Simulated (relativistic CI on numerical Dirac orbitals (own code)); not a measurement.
**Hyperfine structure of Ta²⁸⁺, mass number 181**

Method of calculation: Dirac-Coulomb-Breit CI, orbitals from a KLI potential per configuration, model QED, unscaled Slater integrals (own radial code, finite nucleus).

CI space (outside the closed core [Ar] 3d10): 4s²4p⁶4d⁹, 4s²4p⁵4d¹⁰, 4s²4p⁶4d⁸4f, 4s4p⁶4d¹⁰, 4s²4p⁵4d⁹4f, 4s4p⁶4d⁹4f, 4s²4p⁶4d⁸5s, 4s²4p⁶4d⁸5p, 4s²4p⁶4d⁷4f5s, 4s²4p⁶4d⁸5d, 4s²4p⁵4d⁹5s, 4s²4p⁶4d⁷5s², 4s²4p⁶4d⁶4f5s², 4s²4p⁵4d⁷4f5s², 4s4p⁶4d⁷4f5s². Double excitations out of closed p, d and f shells are left out; levels of such configurations are missing from the list, as are those of other unlisted configurations, and high levels can miss mixing partners.

Nuclear spin I = 7/2, μ = 2.365 μN, Q = 3.17 b (tables of Stone and Pyykkö). The electronic factors are computed for point nuclear moments, without core polarisation or the Bohr-Weisskopf and QED corrections.

```csv
Level,E (cm⁻¹),A (MHz),B (MHz)
4s²4p⁶4d⁹ ²D5/2,0,5941,-58600
4s²4p⁶4d⁹ ²D3/2,122877,15100,-48400
4s²4p⁵4d¹⁰ ²P°3/2,1411110,26120,-231000
4s²4p⁶4d⁸4f ⁴F°7/2,1506543,4482,-38300
4s²4p⁶4d⁸4f ⁴F°9/2,1527381,3900,-30300
4s²4p⁶4d⁸4f ⁴I°15/2,1546717,3847,-24000
```

Levels with J = 0, under 50 % of one LS term, or S terms without an open s electron are left out. Small factors come from cancelling terms and can be off by tens of per cent or more.

At this charge energies of transitions that change n are usually good to better than 1 %, and those within a shell (Δn = 0) to a few per cent.

(1) Give the hyperfine levels of 4s²4p⁶4d⁹ ²D5/2 relative to its centre of gravity.

Answers

(1) With K = F(F + 1) − I(I + 1) − J(J + 1), E = AK/2 + B[¾K(K + 1) − I(I + 1)J(J + 1)]/[2I(2I − 1)J(2J − 1)]: F = 1: -98210, F = 2: -69600, F = 3: -32950, F = 4: 4202, F = 5: 31820, F = 6: 37340 MHz.

LS names give the leading component of a level, which can be under half, so a name can repeat, a term be missing and a line seem to break the LS rules.
